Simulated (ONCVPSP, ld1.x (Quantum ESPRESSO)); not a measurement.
# Hardness and transferability of assorted potentials

Generated with ld1.x 7.5 (TM, RRKJ, ultrasoft, PAW), atompaw 4.2 or ONCVPSP 4.0.1. The cutoff is in Ry: for ld1.x and atompaw files where the sum of valence levels is converged to 10 mRy in a Bessel basis, for ONCV files where the hardest occupied wave has 1 mHa per electron of residual kinetic energy. The error is the largest all-electron minus pseudo excitation energy over each file’s own four to seven test configurations (ionisations up to +4, promotions, holes and added fractions of an electron), all of which were solved. The labels leave out finer settings (local radius, basis sizes, second energies), which also bear on the numbers. Spin-polarised tests are not counted. The rows are a selection from randomly drawn settings: files with unsolved tests, undetermined cutoffs or missed reference levels are left out.

A true bound ghost makes a file unfit for plane-wave use even where its test errors are small: the radial tests pick states by their node count and pass the ghost by.

```csv
element,potential,cutoff (Ry),largest error (meV),bound ghosts
Ti,"ONCV, revPBE, scalar-relativistic, rc 1.80/1.25/2.00 (spd), local smoothed, core correction yes, reference 3s2 3p6 3d2 4s2, qcut 7.7/11.1/9.4, projectors 2/2/2",57,+58,none
Ge,"ONCV, PBE, scalar-relativistic, rc 1.70/1.50/1.55 (spd), local smoothed, core correction yes, reference 4s2, qcut 3.5/4.4/5.8, projectors 2/1/3",44,+512,d
Tc,"TM semilocal, PBEsol, scalar-relativistic, rc 2.50/3.05/1.30 (spd), local s, core correction no, reference 4d5 5s1.5 5p0.5",50,+22,none
Cd,"ONCV, PBEsol, scalar-relativistic, rc 1.50/1.45/1.75 (spd), local smoothed, core correction yes, reference 4s2 4p6 4d10 5s2, qcut 10.7/9/9.5, projectors 2/2/2",70,-8.2,none
Cd,"RRKJ, LDA (PZ), scalar-relativistic, rc 2.15/1.65/1.40 (spd), local smoothed, core correction yes, reference 4p6 4d10 5s2 5p0",70,+39,s
W,"ONCV, PBEsol, scalar-relativistic, rc 1.80/2.05/2.50/0.75 (spdf), local smoothed, core correction no, reference 4f14 5s2 5p6 5d4 6s2, qcut 6.2/8.5/6.9/26.3, projectors 2/1/2/2",522,-140,"s, p"
Hg,"ONCV, BLYP, scalar-relativistic, rc 1.50/1.50/1.80 (spd), local smoothed, core correction yes, reference 5s2 5p6 5d10 6s1 6p1, qcut 9/10.7/8.2, projectors 3/3/3",70,-10.0,none
```

(1) Fill in the row for S: ONCV, LDA (Perdew-Wang 92), scalar-relativistic, rc 0.70/0.75 (sp), local smoothed, core correction yes, reference 2s2 2p6 3s2 3p4, qcut 18.4/14.3, projectors 3/3.

(2) Fill in the row for O: ONCV, PBEsol, scalar-relativistic, rc 0.95/1.95/2.05 (spd), local s, core correction yes, reference 2s1 2p5, qcut 5.9/5.9/4.4, projectors 0/2/2.

(3) Fill in the row for Cr: ONCV, PBEsol, scalar-relativistic, rc 1.35/1.30/1.25 (spd), local smoothed, core correction yes, reference 3s2 3p6 3d3, qcut 11.7/10.8/11.6, projectors 2/1/2.

Answers

(1) cutoff 427 Ry, largest error +12 meV, bound ghosts: none.

(2) cutoff 289 Ry, largest error +11048 meV, bound ghosts: none.

(3) cutoff 115 Ry, largest error +29 meV, bound ghosts: none.
